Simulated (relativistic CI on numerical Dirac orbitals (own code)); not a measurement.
# d4 in a ligand field

Computed with a parametric ligand-field model of a d^n configuration (Racah B and C, spin-orbit zeta, crystal field), exact diagonalisation.

Field parameters in Wybourne normalisation: Oh B⁴₀ = 21Dq, B⁴₄ = √(5/14) B⁴₀. The field is a parameter set, without covalency.

(1) Ground term and bands for B = 710, C = 2880, ζ = 0 cm⁻¹, Oh, 10Dq = 3550 cm⁻¹?

(2) Ground term and bands for B = 710, C = 2880, ζ = 0 cm⁻¹, Oh, 10Dq = 12070 cm⁻¹?

(3) Ground term and bands for B = 710, C = 2880, ζ = 0 cm⁻¹, Oh, 10Dq = 19170 cm⁻¹?

(4) Ground term and bands for B = 710, C = 2880, ζ = 0 cm⁻¹, Oh, 10Dq = 7810 cm⁻¹?

(5) Ground term and bands for B = 710, C = 2880, ζ = 0 cm⁻¹, Oh, 10Dq = 27690 cm⁻¹?

## Answers

(1) Ground term 5E with 1.00 electrons in the two orbitals of the cubic e set. Spin-allowed: 5T2 3550 cm⁻¹ (2817 nm). Lowest spin-forbidden: 3T1 12623 cm⁻¹ (792 nm), 3E 14776 cm⁻¹ (677 nm), 3T1 15740 cm⁻¹ (635 nm).

(2) Ground term 5E with 1.00 electrons in the two orbitals of the cubic e set. Spin-allowed: 5T2 12070 cm⁻¹ (829 nm). Lowest spin-forbidden: 3T1 5131 cm⁻¹ (1949 nm), 1T2 13060 cm⁻¹ (766 nm), 1E 14004 cm⁻¹ (714 nm).

(3) Ground term 3T1 with 0.04 electrons in the two orbitals of the cubic e set. Spin-allowed: 3E 16710 cm⁻¹ (598 nm), 3T1 17442 cm⁻¹ (573 nm), 3T2 18196 cm⁻¹ (550 nm), 3A1 19523 cm⁻¹ (512 nm). Lowest spin-forbidden: 5E 1613 cm⁻¹, 1T2 8259 cm⁻¹ (1211 nm), 1E 9299 cm⁻¹ (1075 nm).

(4) Ground term 5E with 1.00 electrons in the two orbitals of the cubic e set. Spin-allowed: 5T2 7810 cm⁻¹ (1280 nm). Lowest spin-forbidden: 3T1 9031 cm⁻¹ (1107 nm), 3E 14952 cm⁻¹ (669 nm), 3T1 15780 cm⁻¹ (634 nm).

(5) Ground term 3T1 with 0.02 electrons in the two orbitals of the cubic e set. Spin-allowed: 3E 25020 cm⁻¹ (400 nm), 3T1 25735 cm⁻¹ (389 nm), 3T2 26538 cm⁻¹ (377 nm), 3A1 27796 cm⁻¹ (360 nm). Lowest spin-forbidden: 1T2 8545 cm⁻¹ (1170 nm), 1E 9541 cm⁻¹ (1048 nm), 5E 9886 cm⁻¹ (1012 nm).
